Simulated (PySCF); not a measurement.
Si(CCH)(Cl)2(Me) (C3H4Cl2Si), SMILES C#C[Si](C)(Cl)Cl. Atoms are numbered in the order given.

```xyz
10

C      2.9592     0.3921     0.0000
C      1.7680     0.1466     0.0000
Si    -0.0069    -0.2669     0.0000
C     -0.2994    -2.0939     0.0000
Cl    -0.8650     0.5840     1.6699
Cl    -0.8650     0.5840    -1.6699
H      4.0119     0.6155     0.0000
H      0.1531    -2.5468    -0.8950
H     -1.3783    -2.3080     0.0000
H      0.1531    -2.5468     0.8950
```

Geometry: PBE0-D3(BJ)/def2-SVP.

All values below come from PBE0/def2-TZVP (PySCF).

The molecule is in vacuum.

| Item | Value |
|---|---|
| total energy | -1326.19612 hartree |
| point group | Cs |
| highest occupied level | -8.58 eV |
| lowest empty level | -0.66 eV |
| orbital gap | 7.93 eV |
| dipole moment | 2.29 D |
| quadrupole, principal values (traceless, Buckingham form, about the centre of nuclear charge) | -7.43, -1.87, 9.30 D·Å |
| mean static polarisability | 79.3 bohr³ (11.75 Å³) |
| polarisability, principal values | 69.6, 74.3, 94.0 bohr³ |
